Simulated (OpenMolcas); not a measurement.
Eu3+ in a point-charge field

Eu3+ among 8 point charges of -0.5 e arranged as a hexagonal bipyramid (D6h), 2.93 Å from the ion, with the axial distance 3.487 Å.

- Program: OpenMolcas 26.06
- Method: CASSCF
- Basis: ANO-RCC-VDZP [7s6p4d2f1g]
- Scalar Hamiltonian: DKH2, point nucleus
- Active space: 6 electrons in 7 orbitals (4f)
- State averaging: 2S+1 = 7 even, 7 roots; 2S+1 = 5 even, 77 roots kept (CI in the orbitals of an earlier block); 2S+1 = 3 even, 3 roots kept (CI in the orbitals of an earlier block)
- Spin-orbit coupling: RASSI with atomic mean-field integrals over the reference wave functions

The lowest spin-free states, above the lowest:

```csv
State,Degeneracy,E (cm-1),Free-ion L (%)
2S+1 = 7,1,0.0,F (100)
2S+1 = 7,1,22.1,F (100)
2S+1 = 7,2,261.3,F (100)
2S+1 = 7,2,355.0,F (100)
2S+1 = 7,1,380.4,F (100)
2S+1 = 5,2,24463,D (100)
2S+1 = 5,2,24517,D (100)
2S+1 = 5,1,24546,D (100)
2S+1 = 5,2,27972,L (100)
2S+1 = 5,2,27975,L (100)
2S+1 = 5,3,27979,L (100)
2S+1 = 5,1,27987,L (100)
2S+1 = 5,2,27992,L (100)
2S+1 = 5,2,27997,L (100)
2S+1 = 5,1,27999,L (100)
2S+1 = 5,2,28004,L (100)
2S+1 = 5,2,28054,L (100)
2S+1 = 5,2,29161,G (100)
2S+1 = 5,1,29250,G (100)
2S+1 = 5,1,29254,G (100)
```

The lowest levels with spin-orbit coupling:

```
E (cm-1)  Degeneracy  2S+1     J  |mJ| (%)                g
     0.0           1     7  0.12   0 (100)                 
   255.6           1     7  1.02   0 (100)                 
   444.9           2     7  1.03   1 (100)   0.00 0.00 2.27
    1003           1     7  1.98   0 (100)                 
    1037           2     7  2.00   1 (100)   0.00 0.00 3.22
    1118           2     7  2.02   2 (100)   0.00 0.00 5.42
    1930           1     7  2.99   0 (100)                 
    1932           2     7  2.99   1 (100)   0.00 0.00 3.17
    1940           2     7  3.00   2 (100)   0.00 0.00 6.05
    1968           1     7  3.02   3 (100)                 
    1974           1     7  3.02   3 (100)                 
    2942           2     7  4.02    4 (99)  0.00 0.00 11.44
    2950           1     7  4.00   3 (100)                 
    2959           1     7  4.00   3 (100)                 
    2977           2     7  3.99    2 (99)   0.00 0.00 5.99
    2995           2     7  4.00   1 (100)   0.00 0.00 3.14
    3002           1     7  4.00   0 (100)                 
    3993           2     7  5.01   5 (100)  0.00 0.00 14.78
    4057           2     7  5.00   4 (100)  0.00 0.00 12.08
    4108           1     7  4.99   3 (100)
```

Powder χT (cm3 K/mol): 0.0122 at 2 K, 0.061 at 10 K, 0.305 at 50 K, 0.6 at 100 K, 1.05 at 200 K, 1.32 at 300 K. The effective moment at 300 K is 2.828 √(χT) = 3.25 μB.

Hund's rules give f6 a J = 0 ground level with no moment of its own; the computed χT of 1.324 cm3 K/mol at 300 K comes from higher levels.

High states are left out of the spin-orbit mixing, which shifts the levels that they would mix with. This is an electrostatic model: the charges have no orbitals. An unlabelled pair can be two single states that coincide in this model. A group larger than the point group allows holds several states that coincide in this model. The first state left out of the spin-orbit step lies near 46000 cm-1 above the lowest spin-free state of the reference (among the parities and spins computed), and the lists stop at four fifths of that energy or lower. No measured value stands beside these numbers.

With an even number of electrons the g values are those of a degenerate or nearly degenerate non-Kramers pair.
